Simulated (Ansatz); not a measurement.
Reactions of C$_{2}$H$_{8}$OSSn (`C[O][SnH2][S]C`).

Isolated molecules relaxed with PBE0-D4/def2-TZVP in Ansatz; ΔE leaves out vibrations. CCSD(T)/CBS is the MP2 limit (def2-TZVPP, def2-QZVPP) plus CCSD(T) − MP2 in def2-TZVPP, frozen cores. This one scheme is used for every species. Functionals use def2-TZVPP. Elements past krypton have def2 core potentials. For Ge, Se, Sn outer-core shells are correlated without core-valence functions, which leaves a few kJ/mol of doubt a bond. Scalar relativity is left out up to krypton. Each species was taken in one conformer, which may not be the lowest.

```tsv
reaction	CCSD(T)/CBS(def2) (kcal/mol)
`C[O][SnH2][S]C` + `C[Se]B[SiH3]` → `C[O][SnH2][Se]C` + `CSB[SiH3]`	?
`C[O][SnH2][S]C` + H₂Se → `C[O][SnH2][SeH]` + CH₃SH	-6.1
`C[O][SnH2][S]C` + `[NH2][GeH]([F])[Cl]` → `C[NH][GeH]([F])[Cl]` + `C[O][SnH2][SH]`	?
`C[O][SnH2][S]C` + `ClCCCl` → `C[S][SnH2][Cl]` + `COCCCl`	-15.0
`C[O][SnH2][S]C` + H–F → `C[O][SnH2][F]` + CH₃SH	0.2
`C[O][SnH2][S]C` + H₂O → `C[O][SnH2][OH]` + CH₃SH	?
`C[O][SnH2][S]C` + HCl → `C[S][SnH2][Cl]` + CH₃OH	-18.2
`C[O][SnH2][S]C` + CH₃NH₂ → `C[NH][SnH2][O]C` + CH₃SH	14.5
`C[O][SnH2][S]C` → `C[O][Sn][S]C` + H₂	-2.9
`C[O][SnH2][S]C` + `[F][AlH2]` → `C[O][SnH2][F]` + `C[S][AlH2]`	17.5
```

**Question.** Fill in the missing values. (Estimate.)

**Answer.** Computed: `C[O][SnH2][S]C` + `C[Se]B[SiH3]` → `C[O][SnH2][Se]C` + `CSB[SiH3]`: -6.6 kcal/mol; `C[O][SnH2][S]C` + `[NH2][GeH]([F])[Cl]` → `C[NH][GeH]([F])[Cl]` + `C[O][SnH2][SH]`: +6.6 kcal/mol; `C[O][SnH2][S]C` + H₂O → `C[O][SnH2][OH]` + CH₃SH: +10.1 kcal/mol.

Largest T1 diagnostic: 0.016, for `C[O][Sn][S]C`.
